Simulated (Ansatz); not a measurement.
CoW₂⁻. Total charge -1; triplet. Geometry B3LYP-D4/def2-TZVPD; atoms count from 1.

Cartesian coordinates in Å:
```
Co -0.999 -0.259 -1.122
W -0.225 -0.145 1.313
W 1.224 0.403 -0.190
```

In the def2 sets W takes a core potential; there is no spin–orbit coupling. The charge -1 triplet is spin-contaminated (final ⟨S²⟩ up to 3.90, 2.00 for a pure state). The highest occupied level of the charge -1 triplet lies above zero (up to 0.01 eV). It is a level of β spin, whose loss leaves a quartet; that state wasn't run at this geometry and level. The electron is either unbound and held by the finite basis, or the level is raised by self-interaction error. The geometry of the triplet was relaxed on an unsound state (⟨S²⟩ 3.24, where a pure state has 2.00). At PBE0-D4/def2-TZVPD a quintet of charge -1 lies 0.25 eV below the triplet, each at its own geometry. That quintet is doubtful there (⟨S²⟩ 7.38, where a pure state has 6.00). The structure comes from a short search, and lower isomers may exist.

**Question.** Estimate the Mulliken populations from the PBE0/def2-TZVPD orbitals of Ansatz.

**Answer.** 
| atom | charge (e) | spin (α − β) | d electrons |
| --- | --- | --- | --- |
| Co1 | -0.38 | 2.08 | 7.79 |
| W2 | -0.30 | 2.11 | 4.60 |
| W3 | -0.31 | -2.19 | 4.59 |
Mulliken values and Mayer orders depend strongly on the basis. With diffuse functions, as here, like atoms can get unlike values, and bond orders can come out too low or too high.

**Question.** Where does the spin sit?

**Answer.** Summed by element: Co 2.08, W -0.08, of 2 unpaired in all. Largest on single atoms: W3 -2.19, W2 2.11, Co1 2.08.

**Question.** And the Mayer bond orders between bonded heavy atoms (over 0.3)?

**Answer.** Co1–W2 1.22 (2.56 Å); Co1–W3 1.29 (2.50 Å); W2–W3 4.21 (2.16 Å).
